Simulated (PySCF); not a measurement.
Mn(OH)3 (H₃MnO₃), SMILES [OH][Mn]([OH])[OH] (connectivity only; charge and spin as stated), neutral, multiplicity 5. Atoms are numbered in the order given.

```xyz
7

Mn     0.1116     0.0932     0.0144
O     -1.1160    -1.1879    -0.0607
H     -1.9269    -0.8873    -0.4896
O     -0.5150     1.4894    -0.8882
H     -1.1170     1.5692    -1.6316
O      1.4648    -0.5133     0.9823
H      1.5826    -1.3182     1.4924
```
Charge 0, spin multiplicity 5.

Geometry: PBE0-D3(BJ)/def2-SVP. The multiplicity is an assumed one; other spin states were not compared. Other conformers were not sampled.

Calculation: PySCF with B3LYP/def2-TZVPD.

Mulliken values depend strongly on the basis, most of all with diffuse functions as here. ESP charges are fitted to the potential on shells at 1.4 to 2.0 van der Waals radii. Atomic charges (e):

```csv
atom,Mulliken,ESP fit,Mulliken spin
Mn1,1.61,…,3.87
O2,-0.78,…,0.02
H3,0.28,…,0.02
O4,-0.81,…,0.02
H5,0.25,…,0.02
O6,-0.82,…,0.04
H7,0.26,…,0.02
```

Task: Some entries are withheld; supply them. (Estimate from the structure and the level; the computed values follow.)

Result: 
- Mn1, ESP fit: 1.03
- O2, ESP fit: -0.73
- H3, ESP fit: 0.37
- O4, ESP fit: -0.71
- H5, ESP fit: 0.36
- O6, ESP fit: -0.72
- H7, ESP fit: 0.40
